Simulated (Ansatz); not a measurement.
**From SiF4 to SiBr4: predicting a member**

Gas-phase molecules. On one Si centre, n of the F ligands are replaced by Br. The atomisation energy (no zero-point term) y in kJ/mol at CCSD(T)/def2-TZVPP. Shapes: PBE0-D4/def2-TZVP. Programs: Ansatz 0.2.0.

| molecule | n | y (kJ/mol) |
| --- | --- | --- |
| SiF4 | 0 | 2325 |
| SiBrF3 | 1 | 2067 |
| SiBr2F2 | 2 | 1812 |
| SiBr3F | 3 | ? |
| SiBr4 | 4 | 1318 |

**Question.** Fit y = c + s·n to the known rows and predict SiBr3F.

**Answer.** 
1. Means of the 4 rows: n = 1.75000, y = 1880.5.
2. Σ(Δn)² = 8.75, Σ(Δn·Δy) = -2200.5, so the slope is -2200.5/8.75 = -251.49.
3. Intercept: 1880.5 − (-251.49) × 1.75000 = 2320.6. The largest residual of the fit is 5.6.
4. SiBr3F: 2320.6 + (-251.49) × 3 = 1566 kJ/mol.

The run gave 1562 kJ/mol, so the prediction is off by +4 kJ/mol, within the largest residual. The steps per swap are -258, -255, -250, -244 kJ/mol. The slope is the difference between a Si–Br and a Si–F bond. Other levels give for SiBr3F: HF/def2-TZVPP 1158; PBE0-D4/def2-TZVPP 1616 kJ/mol. Spin-orbit coupling of the free atoms (F 2, Br 15 kJ/mol each; the atoms kept shift only the intercept) is left out. Coupled cluster in double- or triple-zeta sets underbinds by a few per cent against its basis-set limit. Relativity is left out for Br. Outer-core shells of Br are correlated, in sets that cover them unevenly.
